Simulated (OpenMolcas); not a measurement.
Tb2+: the spin-orbit constant, worked from levels

```yaml
Program: OpenMolcas 26.06
Basis: ANO-RCC-VDZP [7s6p4d2f1g]
Scalar_Hamiltonian: DKH2, point nucleus
Active_space: 9 electrons in 7 orbitals (4f)
State_averaging: 2S+1 = 6 odd, 21 roots; 2S+1 = 4 odd, 224 roots (128 in the spin-orbit step); 2S+1 = 2 odd, 249 roots kept (CI in the orbitals of an earlier block, 143 in the spin-orbit step)
Spin-orbit_coupling: state interaction with AMFI integrals over the reference wave functions, term energies averaged over their components
```

Methods: CASSCF; MS-CASPT2, IPEA 0.25 Eh, imaginary shift 0.1 Eh (closed shells correlated: 5s 5p). Measured levels: Martin, Zalubas and Hagan, Atomic Energy Levels: The Rare-Earth Elements, NSRDS-NBS 60 (1978).

**The spin-orbit constant.** For the Hund term ⁶H° of f9, E(J) = (A/2) J(J+1) + constant and ζ = -2S·A = -5A. From J = 5/2 to J = 15/2 the energy changes by 27.5 A.

```csv
Source,E(15/2) - E(5/2),A,ζ
CASSCF,-8901.6,-323.7,1618
MS-CASPT2,-8845.5,-321.7,1608
measured,-8285.9,-301.3,1507
```

All in cm-1. MS-CASPT2 is off by +6.8 % and CASSCF by +7.4 %. Both methods take the spin-orbit matrix elements from the reference wave functions, so the second can move ζ only through the term energies and any multistate remixing. Second-order mixing with other terms is absorbed into this ζ.

CASPT2 breaks the degeneracy within a term, and the mean is taken; among the terms shown or strongly mixed into the levels shown the widest spread is 240 cm-1 (4f⁹ ⁶H°, MS-CASPT2). High states are left out of the spin-orbit mixing, which shifts the levels that they would mix with. Without dynamic correlation excited terms often stand tens of per cent too high (terms of higher spin than the ground term too low), and those without a measured partner can miss by more than the paired ones (holds for CASSCF). Blocks of more than 70 roots (2S+1 = 4 odd, 2 odd) ran without multistate coupling (holds for MS-CASPT2). Computed and measured levels are paired by configuration, term and J; levels that our copy of the source lacks, or whose pairing is in doubt (as where it misses far off the trend of its configuration), stay unpaired and out of the deviations. Only configurations of the active space appear.

° marks odd parity.
